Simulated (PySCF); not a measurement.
(1Z)-1-chloro-2-fluorobuta-1,3-diene (C₄H₄ClF), SMILES C=C/C(F)=C/Cl.

Coordinates come from a B3LYP-D3(BJ)/def2-SVP optimisation. The values are those of a single conformer.

Method: PySCF with CAM-B3LYP/def2-TZVP.

Symmetry labels are those of the subgroup Cs that the program uses (full group Cs).

Computed valence orbital energies around the gap with their symmetry:
| orbital | symmetry | energy (eV) |
|---|---|---|
| HOMO−7 | A' | -14.47 |
| HOMO−6 | A' | -13.52 |
| HOMO−5 | A' | -13.01 |
| HOMO−4 | A' | -12.14 |
| HOMO−3 | A" | -11.95 |
| HOMO−2 | A" | -10.52 |
| HOMO−1 | A' | -10.49 |
| HOMO | A" | -8.08 |
| LUMO | A" | -0.27 |
| LUMO+1 | A' | 2.06 |
| LUMO+2 | A' | 2.14 |
| LUMO+3 | A" | 2.71 |
